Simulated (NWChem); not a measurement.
All runs are NWChem calculations. System: F3OTa, charge 0, spin multiplicity 1, at a geometry optimised with PBE0/def2-SVP with def2 effective core potentials on Ta. The structure started from a generated list of species. Level: MP2/def2-SVP with def2 effective core potentials on Ta, 4 core orbitals frozen.

The NWChem input:

```
start mol
memory heap 200 mb stack 900 mb global 1100 mb
geometry units angstroms nocenter noautoz
  Ta    -0.002866     0.008342     0.000000
  O     -0.556800     1.622357     0.000000
  F      1.021167    -0.212061     1.553671
  F      1.021167    -0.212061    -1.553671
  F     -1.524155    -1.085639     0.000000
  symmetry group Cs
end
basis spherical
  * library def2-svp
end
ecp
  Ta library def2-ecp
end
scf
  rhf
  nopen 0
  maxiter 100
  thresh 1e-7
  semidirect memsize 60000000 filesize 0
end
mp2
  freeze core 4
end
task mp2 energy
```

Output (cleaned and shortened):

```
             Northwest Computational Chemistry Package (NWChem) 7.3.0
             --------------------------------------------------------

                                NWChem Input Module
                                -------------------

 Scaling coordinates for geometry "geometry" by  1.889725989
 (inverse scale =  0.529177249)

 Turning off AUTOSYM since
 SYMMETRY directive was detected!

                             Geometry "geometry" -> ""
                             -------------------------

 Output coordinates in angstroms (scale by  1.889725989 to convert to a.u.)

  No.       Tag          Charge          X              Y              Z
 ---- ---------------- ---------- -------------- -------------- --------------
    1 Ta                  73.0000    -0.00286600     0.00834200     0.00000000
    2 O                    8.0000    -0.55680000     1.62235700     0.00000000
    3 F                    9.0000     1.02116700    -0.21206100     1.55367100
    4 F                    9.0000     1.02116700    -0.21206100    -1.55367100
    5 F                    9.0000    -1.52415500    -1.08563900     0.00000000

 Effective nuclear repulsion energy (a.u.)     818.8634849309

            Nuclear Dipole moment (a.u.)
            ----------------------------
        X                 Y               Z
 ---------------- ---------------- ----------------
    -0.0000132281    -0.0000510226     0.0000000000

      Symmetry information
      --------------------

 Group name             Cs
 Group number              2
 Group order               2
 No. of unique centers     4

      Symmetry unique atoms

     1    2    3    5


 Summary of "ao basis" -> "" (spherical)
 ------------------------------------------------------------------------------
       Tag                 Description            Shells   Functions and Types
 ---------------- ------------------------------  ------  ---------------------
 *                          def2-svp                  on all atoms

 Summary of "ao basis" -> "ao basis" (spherical)
 ------------------------------------------------------------------------------
       Tag                 Description            Shells   Functions and Types
 ---------------- ------------------------------  ------  ---------------------
 Ta                         def2-svp                12       32   6s3p2d1f
 O                          def2-svp                 6       14   3s2p1d
 F                          def2-svp                 6       14   3s2p1d

                                 NWChem SCF Module
                                 -----------------

  ao basis        = "ao basis"
  functions       =    88
  atoms           =     5
  closed shells   =    24
  open shells     =     0
  charge          =   0.00
  wavefunction    = RHF
  use symmetry    = T
  symmetry adapt  = T

 Summary of "ao basis" -> "ao basis" (spherical)
 ------------------------------------------------------------------------------
       Tag                 Description            Shells   Functions and Types
 ---------------- ------------------------------  ------  ---------------------
 Ta                         def2-svp                12       32   6s3p2d1f
 O                          def2-svp                 6       14   3s2p1d
 F                          def2-svp                 6       14   3s2p1d

      Symmetry analysis of basis
      --------------------------

        a'         56
        a"         32

 Forming initial guess at       0.0s
[...]
  ----- ------------  ---------------      ----- ------------  ---------------
     6      1.426918  1 Ta s                  5     -0.450042  1 Ta s
    14     -0.328732  1 Ta py                 3     -0.203673  1 Ta s
    49     -0.186170  3 F  s                 63     -0.186170  4 F  s
    77     -0.186168  5 F  s                 35     -0.150520  2 O  s

 Vector   26  Occ=0.000000D+00  E= 7.128942D-02  Symmetry=a"
              MO Center= -2.3D-01, -1.4D-01,  1.4D-08, r^2= 2.8D+00
   Bfn.  Coefficient  Atom+Function         Bfn.  Coefficient  Atom+Function
  ----- ------------  ---------------      ----- ------------  ---------------
    17      0.683960  1 Ta d -1              19     -0.479863  1 Ta d  1
    15     -0.435969  1 Ta pz                83      0.202103  5 F  pz
    80     -0.193256  5 F  pz                24     -0.171942  1 Ta d  1

 Vector   27  Occ=0.000000D+00  E= 7.128985D-02  Symmetry=a'
              MO Center=  2.7D-01,  3.1D-02, -1.4D-08, r^2= 2.8D+00
   Bfn.  Coefficient  Atom+Function         Bfn.  Coefficient  Atom+Function
  ----- ------------  ---------------      ----- ------------  ---------------
    18      0.585371  1 Ta d  0              20     -0.568324  1 Ta d  2
    13     -0.412348  1 Ta px                16      0.180107  1 Ta d -2
    53      0.178051  3 F  px                67      0.178051  4 F  px
    23      0.168374  1 Ta d  0              50     -0.163864  3 F  px
    64     -0.163864  4 F  px

 center of mass
 --------------
 x =   0.00312557 y =  -0.00910952 z =   0.00000000

 moments of inertia (a.u.)
 ------------------
         563.966242206274         -31.272380047543           0.000000000000
         -31.272380047543         644.350165320302           0.000000000000
           0.000000000000           0.000000000000         553.238717191029

  Mulliken analysis of the total density
  --------------------------------------

    Atom       Charge   Shell Charges
 -----------   ------   -------------------------------------------------------
    1 Ta  13    11.06   0.04 -0.33  1.82  0.53  0.21 -0.01  5.64  0.51  0.13  1.98  0.27  0.28
    2 O    8     8.49   1.99  1.09  0.80  2.74  1.85  0.01
    3 F    9     9.48   1.99  1.11  0.84  3.32  2.21  0.00
    4 F    9     9.48   1.99  1.11  0.84  3.32  2.21  0.00
    5 F    9     9.48   1.99  1.11  0.84  3.32  2.21  0.00

       Multipole analysis of the density wrt the origin
       ------------------------------------------------

     L   x y z        total         open         nuclear
     -   - - -        -----         ----         -------
     0   0 0 0     -0.000000      0.000000     48.000000

     1   1 0 0      0.284592      0.000000      0.324944
     1   0 1 0     -0.829318      0.000000     -0.945897
     1   0 0 1     -0.000000      0.000000      0.000000

     2   2 0 0    -35.051133      0.000000    150.548321
     2   1 1 0      0.161482      0.000000     13.453294
     2   1 0 1      0.000000      0.000000      0.000000
     2   0 2 0    -35.466271      0.000000    115.967487
     2   0 1 1     -0.000000      0.000000      0.000000
     2   0 0 2    -34.995551      0.000000    155.163046

                   NWChem MP2 Semi-direct Energy/Gradient Module
                   ---------------------------------------------

  Basis functions       =     88
  Molecular orbitals    =     88
  Frozen core           =      4
  Frozen virtuals       =      0
  Active alpha occupied =     20
  Active beta occupied  =     20
  Active alpha virtual  =     64
  Active beta virtual   =     64
  Use MO symmetry       = T
  Use skeleton AO sym   = T

  AO/Fock/Back tols     =   1.0D-09  1.0D-09  1.0D-09

 GA uses MA = F    GA memory limited = T

 Available:
  local mem=  1.26D+08
 global mem=  1.44D+08
 local disk=  0.00D+00
  mp2_memr nvloc                    64
  nvloc new                    64
   1 passes of  20:        4194304                      79772                  16524809.
   1 passes of  20: M    126141410           G      144163712           F     121947106.

 Semi-direct pass number   1 of   1  for RHF alpha+beta  at        1.0s
  vrange nnbf                  3794
  mp2_eaftype                    63  avail_ma_in_mb                  1099
 EAF : mp2_eaftype filesize          63    8262405.
  mp2_eaf for mointskh                     63
Node 0 wrote     38.9 Mb in      0.0 s     Agg I/O rate:  5814.6 Mb/s
 Done moints_semi at        2.4s
  mp2_eaftype                    63  avail_ma_in_mb                  1036
 EAF : mp2_eaftype filesize          63    8262405.
  mp2_eaf for kh                    63
 Done maket at        2.5s
 Done multipass loop at        2.5s

          -------------------------------------------
          SCF energy                -429.514329964636
          Correlation energy          -1.051234327742
          Singlet pairs               -0.584401213640
          Triplet pairs               -0.466833114102
          Total MP2 energy          -430.565564292378
          -------------------------------------------

          ---------------------------------------------------
                    Spin Component Scaled (SCS) MP2
          Same spin pairs                     -0.311222076068
          Same spin scaling factor             0.333333333333
          Opposite spin pairs                 -0.740012251674
          Opposite spin scaling fact.          1.200000000000
          SCS-MP2 correlation energy          -0.991755394031
          Total SCS-MP2 energy              -430.506085358668
          ---------------------------------------------------

 -----------------------
 Performance information
 -----------------------

 Timer overhead =  1.52D-07 seconds/call

               Nr. of calls         CPU time (s)                 Wall time (s)                GFlops
             ---------------    -------------------     ------------------------------   -------------------
Name         Min   Avg   Max    Min     Avg     Max     Min     Avg     Max   Mx/calls   Min     Max     Sum
mp2: moin     1     1     1    1.4     1.4     1.4      1.4     1.4     1.4     1.4      0.0     0.0     0.0
mp2: make     1     1     1   0.12    0.12    0.12     0.12    0.12    0.12    0.12      0.0     0.0     0.0
mp2: tota     1     1     1    1.5     1.5     1.5      1.5     1.5     1.5     1.5      0.0     0.0     0.0

 The average no. of pstat calls per process was 3.00D+00
 with a timing overhead of 4.56D-07s

 Task  times  cpu:        2.5s     wall:        2.5s

 Total times  cpu:        2.5s     wall:        2.5s
```
